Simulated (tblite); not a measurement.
Run record: molecular-dynamics run, `FC(F)O[C@]12C[C@H]1C2`.

Computed with GFN2-xTB (tblite), gas phase: Langevin dynamics at 200 K from the optimised GFN2-xTB geometry, time step 0.5 fs, friction 0.01 fs⁻¹, 2000 steps. A driver script takes a list of jobs; this job's settings line and coordinates (Å) are shown. «temperature» is in K, «steps» counts time steps and «every» is the stride of the printed frames; «frames» go on to single points.

Command:
```bash
OMP_NUM_THREADS=1 python probes_run.py task.json out
```

Input:
```
{"job": {"kind": "md", "xc": "GFN2-xTB", "basis": "xTB", "temperature": 200, "steps": 2000, "every": 50, "frames": 5}, "charge": 0, "multiplicity": 1}
F      1.865339    -2.679431    -0.307019
C      1.335797    -1.609849     0.298338
F      2.350573    -1.029550     0.990956
O      0.841186    -0.779742    -0.650265
C     -0.088314     0.138434    -0.182997
C     -1.583435     0.076281    -0.123355
C     -0.881236     1.194245    -0.843682
C      0.062645     1.556882     0.269785
H      0.589127    -1.950052     1.041706
H     -2.078941    -0.670555    -0.729726
H     -2.078980     0.281015     0.819446
H     -0.973236     1.559623    -1.841676
H      0.976853     2.068234     0.000754
H     -0.338056     1.843992     1.235571
```

Output:
```
t/fs     T/K      E/eV
    0.0   154.9   -740.76053
   25.0   115.4   -740.55409
   50.0   104.4   -740.49709
   75.0   150.0   -740.45575
  100.0   198.6   -740.43184
  125.0   201.0   -740.49762
  150.0   163.1   -740.47555
  175.0   148.9   -740.40862
  200.0   164.9   -740.39900
  225.0   209.6   -740.46696
  250.0   188.6   -740.41869
  275.0   137.5   -740.42810
  300.0   205.1   -740.53700
  325.0   196.2   -740.48434
  350.0   244.8   -740.47799
  375.0   252.3   -740.43708
  400.0   252.5   -740.43697
  425.0   230.3   -740.46501
  450.0   210.9   -740.36532
  475.0   201.2   -740.40413
  500.0   208.8   -740.44559
  525.0   140.4   -740.41566
  550.0   215.2   -740.34442
  575.0   193.2   -740.31167
  600.0   245.7   -740.37337
  625.0   200.1   -740.42173
  650.0   195.4   -740.37453
  675.0   236.7   -740.49302
  700.0   177.7   -740.45904
  725.0   164.1   -740.43159
  750.0   224.7   -740.47006
  775.0   107.5   -740.39297
  800.0   201.0   -740.51583
  825.0   200.4   -740.43415
  850.0   145.7   -740.44433
  875.0   176.3   -740.46735
  900.0   172.7   -740.47974
  925.0   135.1   -740.41894
  950.0   210.3   -740.44552
  975.0   238.2   -740.38211
 1000.0   214.9   -740.46084
```

E is the potential energy; T comes from the kinetic energy over all 3N coordinates.

Q: Sum up the printed frames.

A: 41 frames over 1000 fs. T runs from 104 K (50 fs) to 252 K (400 fs), with a mean of 189 K over all frames and 191 K from 500 fs on. E starts at -740.761 eV, peaks 0.449 eV above that at 575 fs, and averages 0.333 eV above it from 500 fs on.

Q: Give the last frame.

A: 0.43 Å rms from the start after alignment:
```
atom  x, y, z in Å
F1      1.712   -3.052   -0.404
C2      1.898   -1.892    0.254
F3      3.240   -1.651    0.096
O4      1.170   -0.878   -0.285
C5      0.278   -0.205    0.643
C6     -1.241   -0.344    0.705
C7     -0.563    0.984    0.456
C8      0.410    0.891    1.639
H9      1.680   -2.083    1.304
H10    -1.657   -0.748   -0.149
H11    -1.793   -0.483    1.582
H12    -0.588    1.663   -0.363
H13     1.304    1.464    1.619
H14    -0.005    0.779    2.599
```

Hardware: an Intel Xeon Platinum 8259CL at 2.50 GHz with one thread, no GPU, on a shared host. Cost: 15 s wall, 0.18 GiB resident at most.
